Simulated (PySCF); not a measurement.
Cl2H2O2Zr, SMILES [OH][Zr]([Cl])([OH])[Cl], multiplicity 1. Heavy atoms are numbered as in [Zr:1]([Cl:2])([Cl:3])([OH:4])[OH:6]. Hydrogens are named by the atom that carries them.

Coordinates come from a B3LYP-D3(BJ)/def2-SVP optimisation. The spin state was assumed, not searched. The structure was generated by enumeration; whether it is a known compound was not checked. The def2 effective core potentials stand for the cores of Zr; spin–orbit coupling is left out. The values are those of a single conformer.

Method: PBE/def2-TZVP (PySCF).

ESP charges are fitted to the potential on shells at 1.4 to 2.0 van der Waals radii. Atomic charges (e), one atom of each kind:

| atom | ESP fit | Mulliken | Löwdin |
|---|---|---|---|
| Zr1 | ? | 1.44 | 0.04 |
| Cl2 | ? | -0.38 | 0.06 |
| O4 (OH) | ? | -0.66 | -0.25 |
| H on O4 | ? | 0.33 | 0.17 |

### Question
What belongs in the gaps? (The exact figures need the calculation; the answer reports its results.)

### Answer

- Zr1, ESP fit: 0.88
- Cl2, ESP fit: -0.25
- O4 (OH), ESP fit: -0.63
- H on O4, ESP fit: 0.44
